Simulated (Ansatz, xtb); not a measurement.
# AlBSe2: where a starting geometry ends

The starting geometry of this gas-phase triplet was built from a drawn formula by distance geometry and a force field; its bonds are those of `[Al][Se]B=[Se]`.

```yaml
atoms:
  - { symbol: Al, position_ang: [0.3519, 0.8122, 1.5258] }
  - { symbol: B, position_ang: [2.1820, -0.6760, -1.4835] }
  - { symbol: Se, position_ang: [1.4051, -0.8368, 0.1444] }
  - { symbol: Se, position_ang: [2.9421, -0.0323, -2.9481] }
```

Predict what it relaxes into with r2SCAN-D4/def2-SVP.

A new bond forms, giving a structure given below by its coordinates. Contacts that close: Al1–B2 (3.82 → 2.11 Å).

The energy falls by 1.23 eV over 12 steps:

| step | E − E(last) (eV) |
| --- | --- |
| 1 | 1.227 |
| 2 | 0.790 |
| 3 | 0.650 |
| 5 | 0.488 |
| 6 | 0.368 |
| 7 | 0.153 |
| 8 | 0.044 |
| 10 | 0.002 |
| 11 | 0.001 |
| 12 | 0.000 |

Final geometry (Å):

```json
{"atom": "Al", "x (Å)": "0.8727", "y (Å)": "0.7777", "z (Å)": "0.5252"}
{"atom": "B", "x (Å)": "1.9054", "y (Å)": "-0.1870", "z (Å)": "-1.0360"}
{"atom": "Se", "x (Å)": "1.4066", "y (Å)": "-1.4753", "z (Å)": "0.3911"}
{"atom": "Se", "x (Å)": "2.6965", "y (Å)": "0.1519", "z (Å)": "-2.6417"}
```

From the same start GFN2-xTB reaches the same bonding as this run.

No frequencies were run, so the end isn't proven a minimum. Open shells are spin-unrestricted. The triplet needn't be the ground state. Run with Ansatz 0.2.0, 3.8 min on 2 threads of Arm Neoverse N1, on a shared host.
